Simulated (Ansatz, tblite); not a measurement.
Spin states of Co(NH2)3 (CoN₃H₆), formally d⁶, each relaxed with PBE0-D4/def2-SVP in Ansatz. Electronic energies in the gas phase.

The xTB rows come from tblite. HSE06 is defined as in plane-wave codes, on full-range PBE exchange.

Singlet geometry (D3 within 0.1 Å):

Cartesian coordinates in Å:
```
Co 0.0018 0.0008 -0.0058
N 1.4406 0.7557 0.5746
H 1.5045 1.2851 1.4412
H 2.3407 0.7260 0.1008
N -0.0406 -1.7077 -0.2426
H 0.1133 -2.3949 0.4919
H -0.2286 -2.1640 -1.1325
N -1.3985 0.9528 -0.3372
H -1.4356 1.7105 -1.0154
H -2.2975 0.8357 0.1250
```

Triplet geometry (Cs within 0.1 Å):

```xyz
10

Co   -0.087   -0.153   -0.329
N     0.202    1.153   -1.515
H    -0.189    2.089   -1.433
H     1.043    1.207   -2.087
N     0.267    0.618    1.272
H     1.035    1.286    1.198
H     0.538   -0.078    1.967
N    -0.847   -1.713    0.101
H    -0.351   -2.603    0.060
H    -1.612   -1.805    0.766
```

Quintet geometry (D3h within 0.1 Å):

```xyz
10

Co    0.000    0.000    0.000
N     1.335    1.126    0.512
H     1.358    2.127    0.337
H     2.172    0.852    1.019
N     0.083   -1.766    0.432
H     0.824   -2.204    0.973
H    -0.602   -2.468    0.168
N    -1.418    0.640   -0.943
H    -1.539    1.604   -1.241
H    -2.213    0.089   -1.255
```

Run but left out: HF/STO-3G (singlet: restricted singlet, unstable in another Hartree–Fock run and untested here); HF/def2-TZVP, MP2/def2-TZVP, CCSD/def2-TZVP, CCSD(T)/def2-TZVP (singlet: restricted singlet, unstable towards broken spin symmetry).

Only these spin states were relaxed.

Problem. Estimate which spin state lies lowest at each of these levels, and by how much: GFN1-xTB; GFN2-xTB; PBE-D4/def2-TZVP; r2SCAN-D4/def2-TZVP; B97M-V/def2-TZVP; PBE0-D4/def2-TZVP; HSE06-D4/def2-TZVP.

Solution. 
| level | triplet − singlet (kJ/mol) | quintet − singlet (kJ/mol) | lowest of these | remarks |
| --- | --- | --- | --- | --- |
| GFN1-xTB | 115.9 | 277.2 | singlet | – |
| GFN2-xTB | 133.5 | 261.4 | singlet | – |
| PBE-D4/def2-TZVP | -8.9 | 25.2 | triplet | restricted SCF unstable in HF (singlet) |
| r2SCAN-D4/def2-TZVP | -55.0 | -36.3 | triplet | restricted SCF unstable in HF (singlet) |
| B97M-V/def2-TZVP | -62.3 | -29.0 | triplet | restricted SCF unstable in HF (singlet) |
| PBE0-D4/def2-TZVP | -69.9 | -66.5 | triplet | restricted SCF unstable in HF (singlet) |
| HSE06-D4/def2-TZVP | -70.5 | -66.7 | triplet | restricted SCF unstable in HF (singlet) |

Change of the quintet − singlet gap on mixing in exact exchange, in kJ/mol: PBE to PBE0 (25 % exact exchange) -91.7. The xTB methods have no term that favours high spin, so they put low spin too low.

```csv
state,donor atoms,mean metal–ligand distance (Å),range (Å),Mulliken spin on the metal (PBE0)
singlet,3,1.725,1.73–1.73,0
triplet,3,1.796,1.79–1.81,1.94
quintet,3,1.820,1.82–1.82,2.86
```

⟨S²⟩ at PBE0-D4/def2-TZVP: singlet 0.00 (pure 0.00), triplet 2.05 (pure 2.00), quintet 6.02 (pure 6.00).
